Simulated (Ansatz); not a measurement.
Cost and result up the ladder for the cluster Si4O (the lowest singlet isomer of a short search) (5 atoms). The state is a singlet with charge 0. Geometry: PBE0-D4/def2-SVP.

```xyz
5

O     1.7991   -0.1518    0.1223
Si   -1.4943   -0.2305    0.6201
Si   -1.6003    0.8040   -1.5144
Si    0.9142   -0.7359    1.4692
Si    0.3812    0.3142   -0.6972
```

Ansatz on 4 threads of Intel Xeon 6975P-C on a shared host. Times are rough, and most runs start from the orbitals of an earlier one. ωB97X-V/def2-TZVP serves as the yardstick here, not as an exact answer. Differences are given only for rows in sets of like size (and for xTB, whose basis is part of the method), since another set adds its own error. Binding counts from free atoms at the same level (O triplet, Si triplet; other spins of the atoms weren't run), without zero-point energy or a counterpoise term.

B3LYP takes the VWN-RPA correlation. Correlated methods freeze 21 core orbitals. The structure comes from a short search, and lower isomers may exist.

Run but left out: HF/STO-3G, HF/6-31G (restricted singlet, unstable in another Hartree–Fock run and untested here).

Correlated methods converge slowly with the basis.

| level | functions | wall time | binding energy per atom (eV) | difference from ωB97X-V/def2-TZVP (eV) | remarks |
| --- | --- | --- | --- | --- | --- |
| PBE-D4/def2-SVP | 86 | 0.4 s | 3.66 | – | – |
| PBE0-D4/def2-SVP | 86 | 0.55 s | 3.44 | – | – |
| B3LYP-D4/6-31G | 61 | 0.55 s | 2.62 | – | – |
| PBE-D4/def2-TZVP | 179 | 0.95 s | 3.73 | 0.24 | – |
| PBE-D4/def2-TZVPD | 212 | 1.4 s | 3.74 | 0.24 | – |
| r2SCAN-D4/def2-TZVP | 179 | 1.5 s | 3.59 | 0.09 | – |
| PBE0-D4/def2-TZVP | 179 | 1.6 s | 3.54 | 0.05 | – |
| MP2/def2-TZVP | 179 | 1.6 s | 3.54 | 0.05 | restricted SCF unstable |
| PBE0-D4/def2-TZVPD | 212 | 2 s | 3.55 | 0.05 | – |
| RPA@PBE/def2-TZVP | 179 | 2.1 s | 3.11 | -0.39 | – |
| PBE-QIDH/def2-TZVP | 179 | 2.1 s | 3.48 | -0.01 | – |
| r2SCAN-D4/def2-TZVPD | 212 | 2.1 s | 3.59 | 0.09 | – |
| ωB97X-V/def2-TZVP (with forces) | 179 | 4.1 s | 3.50 | 0.00 | – |
| CCSD(T)/def2-TZVPP | 199 | 14 s | 3.36 | -0.14 | large T1 (0.023), restricted SCF unstable |
